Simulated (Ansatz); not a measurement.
Mean bond length (Å) of eight silicon and germanium compounds: PBE-D3(BJ) beside B3LYP-D3(BJ), computed with Ansatz (a first-principles code) for isolated molecules in the bases named; differences from unrounded values. The eight are the first of their class met in an unordered collection, after screening for sound electronic states; none was chosen by its value. Each level has its own optimised geometry.

```tsv
molecule	basis	B3LYP-D3(BJ)	PBE-D3(BJ)	difference
CH7ClFNSi2, SMILES CN[SiH2][Si@@H](F)Cl	def2-SVP	1.504	1.513	0.009
H9N3Si2, SMILES N[SiH2]N[SiH2]N	def2-SVP	1.385	1.395	0.010
C3H7NOSi, SMILES C1O[SiH2]NCC=1	def2-SVP	1.345	1.353	0.009
H₇NOSi₂, SMILES [SiH2](N)O[SiH3]	def2-SVP	1.453	1.465	0.012
CH10N2Si2, SMILES NC[SiH2][SiH2]N	def2-SVP	1.412	1.422	0.009
C₄H₆Ge, SMILES C#C[C](=C)[GeH3]	def2-SVP	1.384	1.392	0.007
C2H4ClNSi, SMILES N#CC[SiH2]Cl	def2-SVP	1.470	1.479	0.008
CH5ClF2Si2, SMILES FC[Si@@H]([SiH2]Cl)F	def2-SVP	1.604	1.614	0.009
```

PBE-D3(BJ) lies below B3LYP-D3(BJ) in 0 and above it in 8 of the eight; the mean signed difference is 0.009 and the largest 0.012 Å.
